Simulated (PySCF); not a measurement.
## Functional dependence of a UV spectrum

C3H8O2Si.
SMILES: `C=C(C)[SiH](O)O`

Linear-response calculations in the def2-SVPD basis (PySCF; singlets by full response, triplets Tamm–Dancoff, core orbitals frozen in the response; HF means time-dependent Hartree–Fock). 'Strongest' is the level of largest summed f among the singlets computed (10 roots, of which the last may lack a degenerate partner); it can jump between rows when another state enters that window. S1 is the lowest singlet of each run and needn't be the same state throughout; f(S1) is that of one state. Geometry: PBE0-D3(BJ)/def2-SVP, one conformer, isolated molecule.

```json
{"functional": "LDA", "kind": "LDA", "S1 (eV)": "5.60", "f(S1)": "0.011", "strongest (eV)": "7.10", "T1 (eV)": "4.46", "HOMO (eV)": "-6.60", "gap (eV)": "5.10", "ionisation energy, ΔSCF (eV)": "9.81"}
{"functional": "PBE", "kind": "GGA", "S1 (eV)": "5.69", "f(S1)": "0.011", "strongest (eV)": "7.00", "T1 (eV)": "4.24", "HOMO (eV)": "-6.46", "gap (eV)": "5.15", "ionisation energy, ΔSCF (eV)": "9.58"}
{"functional": "B3LYP", "kind": "global hybrid, 20% exact exchange", "S1 (eV)": "6.32", "f(S1)": "0.045", "strongest (eV)": "7.36", "T1 (eV)": "4.22", "HOMO (eV)": "-7.34", "gap (eV)": "6.75", "ionisation energy, ΔSCF (eV)": "9.63"}
{"functional": "PBE0", "kind": "global hybrid, 25% exact exchange", "S1 (eV)": "6.43", "f(S1)": "0.028", "strongest (eV)": "6.69", "T1 (eV)": "4.13", "HOMO (eV)": "-7.57", "gap (eV)": "7.22", "ionisation energy, ΔSCF (eV)": "9.61"}
{"functional": "BHandHLYP", "kind": "global hybrid, 50% exact exchange", "S1 (eV)": "6.89", "f(S1)": "0.197", "strongest (eV)": "6.89", "T1 (eV)": "4.06", "HOMO (eV)": "-8.51", "gap (eV)": "9.01", "ionisation energy, ΔSCF (eV)": "9.48"}
{"functional": "CAM-B3LYP", "kind": "range-separated hybrid", "S1 (eV)": "6.66", "f(S1)": "0.035", "strongest (eV)": "6.93", "T1 (eV)": "4.17", "HOMO (eV)": "-8.87", "gap (eV)": "9.48", "ionisation energy, ΔSCF (eV)": "9.70"}
{"functional": "wB97X-D", "kind": "range-separated hybrid", "S1 (eV)": "6.67", "f(S1)": "0.030", "strongest (eV)": "7.01", "T1 (eV)": "4.29", "HOMO (eV)": "-9.41", "gap (eV)": "10.82", "ionisation energy, ΔSCF (eV)": "9.66"}
{"functional": "LC-wPBE", "kind": "range-separated hybrid", "S1 (eV)": "6.85", "f(S1)": "0.028", "strongest (eV)": "7.18", "T1 (eV)": "4.03", "HOMO (eV)": "-10.27", "gap (eV)": "11.97", "ionisation energy, ΔSCF (eV)": "9.75"}
{"functional": "HF", "kind": "Hartree–Fock", "S1 (eV)": "7.13", "f(S1)": "0.446", "strongest (eV)": "7.13", "T1 (eV)": "3.55", "HOMO (eV)": "-9.93", "gap (eV)": "12.01", "ionisation energy, ΔSCF (eV)": "not settled"}
```

S1 runs from 5.60 eV (LDA) to 7.13 eV (HF), a spread of 1.52 eV, while the orbital gap spreads over 6.9 eV. Along PBE (0%), B3LYP (20%), PBE0 (25%), BHandHLYP (50%), HF (100%) S1 rises with the share of exact exchange. −ε(HOMO) comes closest to its own ΔSCF ionisation energy with wB97X-D (-0.25 eV) and misses most with LDA (-3.20 eV). 'Not settled' means that the ion's SCF failed to converge or may have ended in another state than the lowest.
